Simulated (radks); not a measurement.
Values are calculated unless marked as measured or tabulated.
Q: All-electron atom: N IV in [He] 2s2 (the NIST ground configuration). Code: a radial shooting solver on a logarithmic mesh with Libxc functionals. Model: non-relativistic Kohn-Sham, exchange-only LDA, spin-polarised, spherical densities, point nucleus. Some entries of the table are withheld. Estimate them.

orbital  occ.  eigenvalue (hartree)  <r> (bohr)  <r^2> (bohr^2)
1s          2             -16.34732      0.2307         0.07187
2s          2                   (1)       1.114             (2)
2p          0              -2.03987       1.039             (3)
3s          0              -0.79411         (4)             (5)
3d          0              -0.60837       2.759           8.854

A: 
(1) 2s eigenvalue (hartree): -2.43097
(2) 2s <r^2> (bohr^2): 1.459
(3) 2p <r^2> (bohr^2): 1.320
(4) 3s <r> (bohr): 2.929
(5) 3s <r^2> (bohr^2): 9.770
